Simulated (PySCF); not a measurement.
PySCF input for Si(CCH)(F)3 (C2HF3Si), SMILES F[Si](C#C)(F)F, TDDFT-B3LYP/def2-SVPD. Coordinates come from a B3LYP-D3(BJ)/def2-SVP optimisation.

```python
import numpy as np
from pyscf import gto, scf, dft, tdscf

mol = gto.M(
    atom='''
    C    -0.00000001    0.00000000    2.69109901
    C    -0.00000000    0.00000000    1.47597102
    Si    0.00000000    0.00000000   -0.32318345
    F     1.29354251   -0.74682712   -0.89795619
    F     0.00000000    1.49365423   -0.89795621
    F    -1.29354251   -0.74682712   -0.89795621
    H    -0.00000001    0.00000000    3.76696558
    ''',
    basis='def2-SVPD',
    charge=0,
    spin=0,
    symmetry=True,
    max_memory=1600,
    verbose=4,
)
mf = dft.RKS(mol, xc='b3lyp').density_fit(auxbasis='def2-universal-jkfit')
mf.grids.level = 3
mf.conv_tol = 1e-9
mf.max_cycle = 100
mf.kernel()
mf.grids = dft.Grids(mol).set(level=1).build(with_non0tab=True)  # coarser grid for the response kernel
td = tdscf.TDDFT(mf)
td.singlet = True
td.nstates = 10
td.conv_tol = 1e-4
td.positive_eig_threshold = 1e-6
td.kernel(x0=td.get_init_guess(mf, 15))
td.analyze()
tt = tdscf.TDA(mf)
tt.singlet = False
tt.nstates = 4
tt.conv_tol = 1e-4
tt.positive_eig_threshold = 1e-6
tt.kernel(x0=tt.get_init_guess(mf, 9))
tt.analyze(verbose=3)
```

Output:

```
PySCF version 2.14.0

[INPUT] verbose = 4
[INPUT] num. atoms = 7
[INPUT] num. electrons = 54
[INPUT] charge = 0
[INPUT] spin (= nelec alpha-beta = 2S) = 0
[INPUT] symmetry True subgroup None
[INPUT] Mole.unit = angstrom
[INPUT] Symbol           X                Y                Z      unit          X                Y                Z       unit  Magmom
[INPUT]  1 C     -0.000000010000   0.000000000000   2.691099010000 AA   -0.000000018897   0.000000000000   5.085440102988 Bohr   0.0
[INPUT]  2 C      0.000000000000   0.000000000000   1.475971020000 AA    0.000000000000   0.000000000000   2.789180995595 Bohr   0.0
[INPUT]  3 Si     0.000000000000   0.000000000000  -0.323183450000 AA    0.000000000000   0.000000000000  -0.610728208492 Bohr   0.0
[INPUT]  4 F      1.293542510000  -0.746827120000  -0.897956190000 AA    2.444441074382  -1.411298719198  -1.696891270958 Bohr   0.0
[INPUT]  5 F      0.000000000000   1.493654230000  -0.897956210000 AA    0.000000000000   2.822597419498  -1.696891308752 Bohr   0.0
[INPUT]  6 F     -1.293542510000  -0.746827120000  -0.897956210000 AA   -2.444441074382  -1.411298719198  -1.696891308752 Bohr   0.0
[INPUT]  7 H     -0.000000010000   0.000000000000   3.766965580000 AA   -0.000000018897   0.000000000000   7.118533266863 Bohr   0.0

nuclear repulsion = 291.502771074967
point group symmetry = C3v, use subgroup Cs
symmetry origin: [-2.44964498e-09 -3.14954351e-09 -1.04984781e-09]
symmetry axis x: [9.90709289e-10 1.00000000e+00 8.39963348e-10]
symmetry axis y: [ 5.28017249e-10 -8.39963348e-10  1.00000000e+00]
symmetry axis z: [ 1.00000000e+00 -9.90709289e-10 -5.28017250e-10]
num. orbitals of irrep A' = 90
num. orbitals of irrep A" = 51
number of shells = 57
number of NR pGTOs = 211
number of NR cGTOs = 141
basis = def2-SVPD
ecp = {}


[settings echo left out]
init E= -666.123941102497
HOMO (A") = -0.353014463033587  LUMO (A') = -0.0794169065242345  gap/eV = 7.44497
cycle= 1 E= -665.496070671081  delta_E= 0.628  |g|= 0.857  |ddm|=  8.5
HOMO (A") = -0.299662288853076  LUMO (A') = -0.0364669519166418  gap/eV = 7.16191
cycle= 2 E= -665.340159328353  delta_E= 0.156  |g|= 1.33  |ddm|=  2.6
HOMO (A") = -0.324377925390039  LUMO (A') = -0.0433092365447774  gap/eV = 7.64827
cycle= 3 E= -665.626099096324  delta_E= -0.286  |g|= 0.0897  |ddm|= 1.26
HOMO (A") = -0.34167752253185  LUMO (A') = -0.0504551198412972  gap/eV = 7.92457
cycle= 4 E= -665.627961717579  delta_E= -0.00186  |g|= 0.0222  |ddm|= 0.175
HOMO (A") = -0.336208012487749  LUMO (A') = -0.0468435161192415  gap/eV = 7.87401
cycle= 5 E= -665.628078255451  delta_E= -0.000117  |g|= 0.0105  |ddm|= 0.0544
HOMO (A") = -0.33640730546848  LUMO (A') = -0.0470476139377056  gap/eV = 7.87388
cycle= 6 E= -665.628102812463  delta_E= -2.46e-05  |g|= 0.004  |ddm|= 0.0137
HOMO (A") = -0.336732026128925  LUMO (A') = -0.0473193126852975  gap/eV = 7.87532
cycle= 7 E= -665.628106909861  delta_E= -4.1e-06  |g|= 0.000253  |ddm|= 0.00566
HOMO (A") = -0.336694455798502  LUMO (A') = -0.0472874592715713  gap/eV = 7.87517
cycle= 8 E= -665.628106927443  delta_E= -1.76e-08  |g|= 4.64e-05  |ddm|= 0.00104
HOMO (A") = -0.336694943999107  LUMO (A') = -0.0472878625869626  gap/eV = 7.87517
cycle= 9 E= -665.628106928033  delta_E= -5.9e-10  |g|= 5.39e-06  |ddm|= 0.000109
HOMO (A") = -0.336695931394397  LUMO (A') = -0.0472887822953165  gap/eV = 7.87517
Extra cycle  E= -665.628106928029  delta_E= 4.09e-12  |g|= 8.08e-06  |ddm|= 1.89e-05
converged SCF energy = -665.628106928029
tot grids = 35144
Overwritten attributes  positive_eig_threshold  of <class 'pyscf.tdscf.rks.TDDFT'>


******** <class 'pyscf.tdscf.rks.TDDFT'> for <class 'pyscf.df.df_jk.DFSymAdaptedRKS'> ********
nstates = 10 singlet
deg_eia_thresh = 1.000e-03
wfnsym = None
conv_tol = 0.0001
eigh lindep = 1e-12
eigh level_shift = 0
eigh max_cycle = 100


Excitation energies (eV)
[6.02895487 6.2226538  6.22269082 8.31754008 8.31762356 8.80551311
 8.80551314 9.18781827 9.67001308 9.67004208]

** Singlet excitation energies and oscillator strengths **
Excited State   1:   A"      6.02895 eV    205.65 nm  f=0.0000
      26 -> 29       -0.49830
      27 -> 28        0.49835
Excited State   2:   A"      6.22265 eV    199.25 nm  f=0.0000
      26 -> 29       -0.49881
      27 -> 28       -0.49876
Excited State   3:   A'      6.22269 eV    199.25 nm  f=0.0000
      26 -> 28        0.49879
      27 -> 29       -0.49879
Excited State   4:   A"      8.31754 eV    149.06 nm  f=0.0379
      27 -> 30       -0.70058
Excited State   5:   A'      8.31762 eV    149.06 nm  f=0.0379
      26 -> 30        0.70059
Excited State   6:   A'      8.80551 eV    140.80 nm  f=0.0179
      26 -> 31        0.70072
Excited State   7:   A"      8.80551 eV    140.80 nm  f=0.0179
      27 -> 31        0.70072
Excited State   8:  ???      9.18782 eV    134.94 nm  f=0.9914
      26 -> 28       -0.46927
      26 -> 34        0.11882
      27 -> 29       -0.46927
      27 -> 33        0.11888
Excited State   9:   A"      9.67001 eV    128.22 nm  f=0.0400
      24 -> 29        0.18753
      27 -> 32       -0.67195
Excited State  10:   A'      9.67004 eV    128.21 nm  f=0.0400
      24 -> 28       -0.18777
      26 -> 32        0.67187

** Transition electric dipole moments (AU) **
state          X           Y           Z        Dip. S.      Osc.
  1        -0.0000     -0.0000     -0.0000      0.0000      0.0000
  2         0.0065      0.0000      0.0000      0.0000      0.0000
  3         0.0000      0.0065      0.0000      0.0000      0.0000
  4        -0.4314     -0.0000      0.0000      0.1861      0.0379
  5         0.0000      0.4314     -0.0002      0.1861      0.0379
  6         0.0000      0.2884      0.0001      0.0832      0.0179
  7         0.2885     -0.0000     -0.0000      0.0832      0.0179
  8         0.0000      0.0000     -2.0986      4.4042      0.9914
  9        -0.4108     -0.0000     -0.0000      0.1687      0.0400
 10         0.0000      0.4107      0.0000      0.1687      0.0400

** Transition velocity dipole moments (imaginary part, AU) **
state          X           Y           Z        Dip. S.      Osc.
  1        -0.0000     -0.0000      0.0000      0.0000      0.0000
  2         0.0008      0.0000     -0.0000      0.0000      0.0000
  3         0.0000      0.0008      0.0000      0.0000      0.0000
  4        -0.1471      0.0000     -0.0000      0.0217      0.0472
  5         0.0000      0.1471     -0.0001      0.0216      0.0472
  6        -0.0000      0.1092      0.0000      0.0119      0.0246
  7         0.1092      0.0000      0.0000      0.0119      0.0246
  8         0.0000      0.0000     -0.7028      0.4939      0.9753
  9        -0.1536      0.0000      0.0000      0.0236      0.0443
 10        -0.0000      0.1536     -0.0000      0.0236      0.0443

** Transition magnetic dipole moments (imaginary part, AU) **
state          X           Y           Z
  1        -0.0000      0.0000     -0.0819
  2         0.0000     -0.0461     -0.0000
  3         0.0461     -0.0000     -0.0000
  4         0.0000      0.7284      0.0000
  5         0.7284     -0.0000      0.0000
  6         0.5313      0.0000      0.0000
  7         0.0000     -0.5313      0.0000
  8         0.0000     -0.0000     -0.0000
  9         0.0000      0.6626     -0.0000
 10         0.6626      0.0000      0.0000
Overwritten attributes  positive_eig_threshold  of <class 'pyscf.tdscf.rks.TDA'>


******** <class 'pyscf.tdscf.rks.TDA'> for <class 'pyscf.df.df_jk.DFSymAdaptedRKS'> ********
nstates = 4 triplet
deg_eia_thresh = 1.000e-03
wfnsym = None
conv_tol = 0.0001
eigh lindep = 1e-12
eigh level_shift = 0
eigh max_cycle = 100


Excitation energies (eV)
[4.87124547 5.33159394 5.3316199  6.04358425]

** Triplet excitation energies and oscillator strengths **
Excited State   1:   A'      4.87125 eV    254.52 nm  f=0.0000
Excited State   2:   A"      5.33159 eV    232.55 nm  f=0.0000
Excited State   3:   A'      5.33162 eV    232.55 nm  f=0.0000
Excited State   4:   A"      6.04358 eV    205.15 nm  f=0.0000
```

The run converged.
